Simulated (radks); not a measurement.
The numbers below are computed, except where a source is named.
Valence configurations of Nb (all share [Kr]). Level of theory: scalar-relativistic Kohn-Sham, PBE, spin-polarised, spherical densities, finite nucleus; open shells are filled with parallel spins first (spin-orbit coupling, left out, can overturn this in heavy ions); Fermi nuclear charge, rms radius 4.324 fm (a radial shooting solver on a logarithmic mesh with Libxc functionals). Energies are relative to 4d4 5s1; eigenvalues in eV for spin up.

| valence | E (eV) | moment (Bohr magnetons) | e(4d) | e(5p) | e(5s) |
|---|---|---|---|---|---|
| 4d4 5s1 | 0.000 | 5 | -3.713 | - | -4.478 |
| 4d3 5s2 | 1.194 | 3 | -5.332 | - | -5.032 |
| 4d3.5 5s1 5p0.5 | 1.379 | 5 | -5.069 | -1.896 | -5.268 |
| 4d3.5 5p1.5 | 4.810 | 5 | -6.119 | -2.469 | - |
| 4d5 | 1.085 | 5 | -2.432 | - | - |
| 4d3 5s1 5p1 | 3.181 | 5 | -6.450 | -2.412 | -6.032 |
| 4d2 5s2 5p1 | 5.815 | 3 | -8.320 | -2.756 | -6.640 |
| 4d4 5s0.5 5p0.5 | 1.575 | 5 | -4.293 | -1.687 | -4.878 |
| 4d2 5s1 5p2 | 8.124 | 5 | -9.272 | -3.408 | -7.497 |
| 4d4 5p1 | 3.188 | 5 | -4.830 | -1.984 | - |

NIST lists [Kr] 4d4 5s1 as the ground configuration; this level of theory agrees among the configurations tried. The energies are those of spherical high-spin densities, not of single terms.
